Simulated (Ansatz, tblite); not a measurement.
Cost and result up the ladder for In(PH3)F3 (InPH3F3) (8 atoms). The state is a singlet with charge 0. Geometry: r2SCAN-D4/def2-SVP.

```xyz
8

In   -0.943   -0.565    1.043
P     0.761    0.454   -0.840
H     1.639   -0.441   -1.499
H     1.688    1.443   -0.430
H     0.194    1.106   -1.963
F     0.399   -1.390    2.205
F    -1.988   -1.730   -0.134
F    -1.750    1.124    1.617
```

Ansatz on 4 threads of AMD EPYC 7R43 on a shared host; xTB runs through tblite on one thread. Times are rough, summed over both states, and most runs start from the orbitals of an earlier one. PBE0-D4/def2-TZVP serves as the yardstick here, not as an exact answer. The other state is a doublet.

In the def2 sets In takes a core potential; there is no spin–orbit coupling. The xTB rows come from tblite.

Raw xTB energies of ions are shifted by several eV.

| level | functions | wall time |
| --- | --- | --- |
| GFN1-xTB | 36 | 0.022 s |
| GFN2-xTB | 33 | 0.022 s |
| PBE-D4/def2-TZVP | 198 | 8.7 s |
| PBE0-D4/def2-TZVP | 198 | 15 s |
| r2SCAN-D4/def2-TZVP | 198 | 18 s |

Q: Estimate what each level gives for the vertical IE (eV).

A: 
```json
{"level": "GFN1-xTB", "vertical IE (eV)": "15.70", "difference from PBE0-D4/def2-TZVP (eV)": "3.95"}
{"level": "GFN2-xTB", "vertical IE (eV)": "15.59", "difference from PBE0-D4/def2-TZVP (eV)": "3.84"}
{"level": "PBE-D4/def2-TZVP", "vertical IE (eV)": "11.02", "difference from PBE0-D4/def2-TZVP (eV)": "-0.73"}
{"level": "PBE0-D4/def2-TZVP", "vertical IE (eV)": "11.75", "difference from PBE0-D4/def2-TZVP (eV)": "0.00"}
{"level": "r2SCAN-D4/def2-TZVP", "vertical IE (eV)": "11.30", "difference from PBE0-D4/def2-TZVP (eV)": "-0.45"}
```
